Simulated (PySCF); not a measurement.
CH₁₀P₂Si₃.
SMILES: `[SiH3]C[SiH]1P[SiH2]P1`

Jobs on this species (16 atoms, 88 electrons) with PySCF (density fitting). Hardware of each: x86-64 server, one thread (shared host). Other jobs ran on the host; a repeat could differ by tens of per cent or more.

```csv
level and settings,work,basis functions,SCF cycles,wall time
KT3/pcSseg-1,shieldings,187,?,?
PBE0/pcSseg-1,"shieldings, charges and field gradients",187,?,?
"PBE0-D3(BJ)/def2-SVP, grid level 1",geometry optimisation from a GFN2-xTB start,154,85,2.3 min
"delta-SCF UKS SCAN, pcX-2 on the ionised atom, pcseg-1 elsewhere, spin-free X2C","ΔSCF core ionisation, 9 holes",196,127,1.9 min
wB97X-D/def2-SVPD,"10 singlets by full TDDFT, 4 Tamm–Dancoff triplets, polarisability, ΔSCF ions",220,13,2.2 min
```

Question: Fill in the missing figures.

Answer: 
- KT3/pcSseg-1; shieldings: 35 s, 14 SCF cycles
- PBE0/pcSseg-1; shieldings, charges and field gradients: 28 s, 12 SCF cycles

Question: What do all jobs in the table cost together?

Answer: About 7.5 min; the longest takes about 31 % of that, and about 4.9 times as long as the shortest.
